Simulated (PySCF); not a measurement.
CHNO, SMILES N=C=O. Geometry: PBE-D3(BJ)/def2-TZVP.

Level of theory: PBE-D3(BJ)/def2-TZVP run with PySCF 2.14.0.

Harmonic wavenumbers (cm⁻¹): 559, 611, 780, 1295, 2287, 3595. Rotational constants (GHz): 855.8, 10.92, 10.79; symmetry number 1.

Problem. Work out the zero-point energy and the ideal-gas rigid-rotor harmonic-oscillator thermochemistry at 298.15 K and 1 atm.

Solution. ZPE = ½ Σ hcν = ½ × 9127 cm⁻¹ = 54.59 kJ/mol. H − E(el) = 65.65 kJ/mol. Entropy in J/(mol K): translation 155.66, rotation 78.27, vibration 5.06, total 238.99. G − E(el) = -5.61 kJ/mol. Cp = 45.67 J/(mol K).
